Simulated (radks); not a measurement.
Values are calculated unless marked as measured or tabulated.
Task: Species: Eu I. Configuration: [Xe] 4f6 5d1 6s1 6p1 (not the ground configuration). Code: a radial shooting solver on a logarithmic mesh with Libxc functionals. Model: Dirac Kohn-Sham, LDA (Slater exchange, Perdew-Wang correlation), spin-unpolarised, spherical densities, finite nucleus; open shells fill j = l - 1/2 first; Fermi nuclear charge, rms radius 5.1115 fm.

Spin-orbit splittings of the eigenvalues, e(l+1/2) - e(l-1/2), with zeta = 2 splitting/(2l+1) and mean radii in bohr:

| shell | occ. | splitting (eV) | zeta (eV) | <r> j=l-1/2 | <r> j=l+1/2 |
|---|---|---|---|---|---|
| 2p | 6 | 647.2 | 431.5 | 0.07910 | 0.08583 |
| 3p | 6 | 131.8 | 87.89 | 0.2390 | 0.2519 |
| 3d | 10 | 28.71 | 11.48 | 0.2237 | 0.2277 |
| 4p | 6 | 29.37 | 19.58 | 0.5784 | 0.6078 |
| 4d | 10 | ? | ? | 0.6460 | 0.6564 |
| 4f | 6 | 0.6715 | 0.1919 | 0.8888 | 0.9015 |
| 5p | 6 | 4.109 | 2.739 | 1.525 | 1.620 |
| 5d | 1 | 0.2753 | 0.1101 | 2.696 | 2.781 |
| 6p | 1 | 0.2663 | 0.1775 | 5.202 | 5.537 |

Estimate the 4d splitting.

Result: 5.291 eV (zeta = 2.116 eV).
